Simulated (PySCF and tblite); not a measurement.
Values are calculated unless marked as measured or tabulated.
**Barrier and rate of a rearrangement**

System: C₅H₁₀Si₂, numbered as in [SiH3:1][C:2]1=[CH:3][C@H:4]([SiH3:5])[CH:6]=[CH:7]1.

Motion: shift of H on C4 from C4 to C6. The path came from a restrained scan, a climbing-image band and a saddle search at GFN2-xTB; energies are PBE0/pcSseg-1 + D3(BJ), IEF-PCM dichloromethane//PBE0-D3(BJ)/def2-SVP, thermal terms GFN2-xTB. Rate constants are transition-state-theory values, counting equivalent paths, without tunnelling. Run with tblite and PySCF.

| point | symmetry | E(GFN2) kcal/mol | E(DFT) kcal/mol | ZPE change kcal/mol | lowest mode cm⁻¹ | dipole D |
| --- | --- | --- | --- | --- | --- | --- |
| start | C1 | 0.0 | 0.0 | 0.00 | 52 | 1.66 |
| saddle | C1 | 28.7 | 27.2 | -2.79 | 1099i | 2.13 |
| end | Cs | 1.6 | 1.9 | -0.26 | 54 | 1.42 |

* Electronic barrier: 27.2 kcal/mol
* Barrier with zero-point energy: 24.5 kcal/mol
* ΔH‡ (298 K): 24.5 kcal/mol
* ΔS‡ (298 K, symmetry apart): 2.0 cal/(mol K)
* Paths: 1 equivalent path
* End point: a different minimum
* Mean lifetime of the start against this motion at 298 K: 14 h
* Cost: 6.7 min on 1 thread of Intel Xeon Platinum 8488C (shared host) (rough), peak memory 0.96 GiB, launched as `OMP_NUM_THREADS=1 python ens_run.py task.json out`

```json
{"T/K": "298", "ΔG‡ kcal/mol": "23.9", "k s⁻¹": "1.9×10⁻⁵", "ΔG kcal/mol": "1.4", "k back s⁻¹": "0.00043"}
{"T/K": "350", "ΔG‡ kcal/mol": "23.8", "k s⁻¹": "0.01", "ΔG kcal/mol": "1.4", "k back s⁻¹": "0.14"}
{"T/K": "400", "ΔG‡ kcal/mol": "23.7", "k s⁻¹": "0.91", "ΔG kcal/mol": "1.3", "k back s⁻¹": "9.4"}
```

ΔG and ΔG‡ leave out symmetry numbers and mirror images; rates count paths: 1 out, 2 back.

Tunnelling of the moving H, left out here, will speed the real process.
